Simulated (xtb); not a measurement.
Si(Br)2(OH)2 (Br₂H₂O₂Si), SMILES Br[Si](Br)(O)O. All values are semi-empirical tight-binding results from xtb (GFN2-xTB unless named), good for trends rather than for accurate numbers. Geometry: GFN2-xTB. The structure was generated by enumeration, and PubChem lists no compound with its InChIKey, so it may never have been made. The values are those of a single conformer.

Optimised geometry:

Bond lengths (Å): O1–Si2 1.608, O1–H6 0.952, Si2–O3 1.608, Si2–Br4 2.192, Si2–Br5 2.193, O3–H7 0.952. Bond angles (°): Si2–O1–H6 125.0, O1–Si2–O3 115.8, O1–Si2–Br4 103.2, O1–Si2–Br5 111.4, O3–Si2–Br4 111.5, O3–Si2–Br5 103.3, Br4–Si2–Br5 111.8, Si2–O3–H7 125.2.
Charge 0, spin multiplicity 1.

**Question.** Estimate the properties. (Estimate from the structure and the level; the computed values follow.)

**Answer.** 
```
Quantity                                        Result
--------------------------------------  --------------
point group as xtb finds it                         C2
orbital gap                                    6.82 eV
zero-point energy                        18.4 kcal/mol
G − E(el) at 298.15 K (modified RRHO)    -2.8 kcal/mol
static polarisability (D4 model)            84.0 bohr³
solvation energy, GFN2-xTB/ALPB(water)  -10.2 kcal/mol
solvation energy, GFN2-xTB/ALPB(chcl3)   -6.3 kcal/mol
```

Computed atomic charges and the Wiberg bond orders between heavy atoms:
charges (e) O1 -0.46, Si2 0.65, O3 -0.46, Br4 -0.18, Br5 -0.18, H6 0.32, H7 0.32. Bond orders O1–Si2 1.17, Si2–O3 1.17, Si2–Br4 1.04, Si2–Br5 1.04.
